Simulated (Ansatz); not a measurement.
Reaction (isomerisation): `ClB1CC1` → `C=CBCl`

Program: Ansatz. Geometries: PBE0-D4/def2-TZVP. ΔE: electronic, gas phase. CCSD(T)/CBS adds triple-zeta CCSD(T) − MP2 to the extrapolated MP2 energy (def2 sets, frozen cores). DFT in def2-TZVPP. B3LYP here is the variant with VWN-RPA as its local correlation; programs differ in this. Each species was taken in one conformer, which may not be the lowest.

| level | ΔE (kJ/mol) |
| --- | --- |
| PBE-QIDH | -49.7 |
| BLYP | -74.5 |
| B3LYP | -69.4 |
| MP2/def2-QZVPP | -60.0 |

**Question.** What does CCSD(T)/CBS give? (Best estimate.)

**Answer.** Computed: -68.2 kJ/mol. The listed levels differ from it by 18.5, -6.3, -1.2, 8.2 kJ/mol.

**Question.** What do rigid-rotor, harmonic-oscillator terms from PBE0-D4/def2-TZVP frequencies (298.15 K, 1 bar) make of the CCSD(T)/CBS value? (Estimate.)

**Answer.** Ansatz gave: ΔZPE = -1.3 kJ/mol, ΔH = -68.6 kJ/mol, ΔS = 13 J/(mol·K), ΔG = -72.6 kJ/mol.

Largest T1 diagnostic among the species: 0.012.

From r2SCAN to r2SCAN0 (25 % exact exchange), in def2-TZVPP and without D4, ΔE moves by +3.0 kJ/mol. Leaving LDA and LC-ωPBE aside and taking each functional with its dispersion term where it has one, the values, not all of them listed here, spread over 28.9 kJ/mol, from BLYP-D4 to PBE0-D4. LDA lies +19.4 kJ/mol from PBE without D4. In def2-TZVPP, CCSD(T) changes the Hartree–Fock value by +18.9 kJ/mol (the triples alone add −1.1 kJ/mol) and MP2 by +27.8 kJ/mol.
